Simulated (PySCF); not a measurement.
## Two-component Hartree-Fock for Gd³⁴⁺ (gadolinium, charge +34)

Start: [Ar] 3d10 4s2. Calculated with PySCF 2.14 in an uncontracted even-tempered set (17 s from 3.5 bohr⁻², ratio 2.8; 13 p from 4.6 bohr⁻², ratio 2.8; 8 d from 8.1 bohr⁻², ratio 2.8; 4 f from 19 bohr⁻², ratio 3): generalised Hartree-Fock with the X2C-1e Hamiltonian and a Gaussian nucleus; one run each with spin-orbit coupling (SO) switched off, then screened by Boettger's factors.

| spinor shell | electrons | ε, spin-free (eV) | ε, screened SO (eV) | weight of nominal j (screened SO) | rms radius, screened SO (bohr) |
| --- | --- | --- | --- | --- | --- |
| 1s1/2 | 2 | -51876.9 | -51868.1 | 1.000 | 0.0249 |
| 2s1/2 | 2 | -9807.4 | -9804.9 | 1.000 | 0.101 |
| 2p1/2 | 2 | -8874.5 | -9367.1 | 1.000 | 0.0862 |
| 3s1/2 | 2 | -3199.4 | -3198.7 | 1.000 | 0.257 |
| 3p1/2 | 2 | -2901.8 | -3008.9 | 1.000 | 0.248 |
| 3p3/2 | 4 | -2901.8 | -2855.7 | 1.000 | 0.260 |
| 3d3/2 | 4 | -2522.7 | -2542.4 | 1.000 | 0.231 |
| 3d5/2 | 6 | -2522.7 | -2509.2 | 1.000 | 0.234 |
| 4s1/2 | 2 | -1471.1 | -1471.0 | 1.000 | 0.546 |

(1) Where does 2p3/2 lie, and what is the 2p spin-orbit splitting (screened SO)?

| quantity | spin-free | screened SO |
| --- | --- | --- |
| E (hartree) | -10608.67210 | -10615.74005 |
| M_J | 0 | 0 |
| ⟨J²⟩ | 0.000 | 0.000 |
| ⟨L²⟩ | 0.000 | 0.033 |
| ⟨S²⟩ | 0.000 | 0.033 |

Breit and QED terms are absent; they matter most for the inner s and p1/2 levels.

Densities and radii are taken from the X2C orbitals without a picture-change correction, which distorts them close to the nucleus.

Without spin-orbit coupling the j labels of p, d and f shells carry no meaning; the spin-free column gives the mean over the occupied spinors of each nl shell.

## Answers

(1) At -8664.0 eV, 703.08 eV above 2p1/2.
